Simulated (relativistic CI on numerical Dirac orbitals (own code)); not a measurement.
One change at a time: Re48+

Base calculation: Dirac-Coulomb-Breit CI, KLI orbitals optimised for each configuration, QED by a radiative potential, unscaled Slater integrals.

CI space (outside the closed core [Ne]): 3s2 3p6 3d9, 3s2 3p5 3d10, 3s 3p6 3d10, 3s2 3p6 3d8 4s, 3s2 3p6 3d8 4p, 3s2 3p4 3d10 4s, 3s2 3p6 3d8 4d, 3s2 3p4 3d10 4p, 3s2 3p5 3d9 4s, 3s2 3p6 3d8 4f, 3s2 3p4 3d10 4d, 3s 3p5 3d10 4s, 3s2 3p5 3d9 4p, 3s 3p5 3d10 4p, 3s2 3p6 3d7 4s2, 3s2 3p5 3d9 4d. Levels of other configurations are missing.

Variants: (1) one mean potential for all configurations. Shifts of the energy above 3s2 3p6 3d9 2D_5/2, in eV, for the lowest level and the first level of each name with at least 55 % of one term (blank where a level changes its place among those of its configuration and J or its character, or is not in the variant):

| Level | Base | Δ(1) |
| --- | --- | --- |
| 3s2 3p6 3d9 2D_5/2 | 0.00 | 0.00 |
| 3s2 3p6 3d9 2D_3/2 | 71.24 | +0.01 |
| 3s2 3p5 3d10 2P°_3/2 | 461.38 | -0.12 |
| 3s2 3p5 3d10 2P°_1/2 | 791.78 | -0.13 |
| 3s 3p6 3d10 2S_1/2 | 1036.45 | +0.03 |
| 3s2 3p6 3d8 4s 4F_9/2 | 1665.06 | +1.25 |
| 3s2 3p6 3d8 4s 2F_7/2 | 1668.20 | +1.30 |
| 3s2 3p6 3d8 4s 4F_7/2 | 1735.47 | +1.56 |
| 3s2 3p6 3d8 4s 4F_5/2 | 1736.24 | +1.57 |
| 3s2 3p6 3d8 4s 2G_9/2 | 1750.86 | +1.45 |
| 3s2 3p6 3d8 4s 2G_7/2 | 1751.49 | +1.46 |
| 3s2 3p6 3d8 4s 2P_1/2 | 1752.56 | +1.46 |
| 3s2 3p6 3d8 4p 2P°_1/2 | 1792.93 | +0.95 |
| 3s2 3p6 3d8 4s 4F_3/2 | 1811.91 | +1.80 |
| 3s2 3p6 3d8 4p 4G°_7/2 | 1833.47 | +1.49 |
| 3s2 3p6 3d8 4p 2H°_9/2 | 1848.38 | +1.37 |
| 3s2 3p6 3d8 4p 4G°_11/2 | 1876.62 | +1.33 |
| 3s2 3p6 3d8 4p 4F°_9/2 | 1879.84 | +1.36 |
| 3s2 3p6 3d8 4p 4G°_9/2 | 1947.17 | +1.63 |
| 3s2 3p6 3d8 4p 4F°_7/2 | 1948.93 | +1.65 |
| 3s2 3p6 3d8 4p 2H°_11/2 | 1960.83 | +1.50 |

At this charge energies of transitions that change n are usually good to better than 1 %, and those within a shell (Δn = 0) to a few per cent.

Ionisation energy from the two ground configurations alone: base 4335.28 eV. The NIST ASD value (theoretical) is 4335 eV.

LS names give the leading component of a level, which can be under half, so a name can repeat, a term be missing and a line seem to break the LS rules.
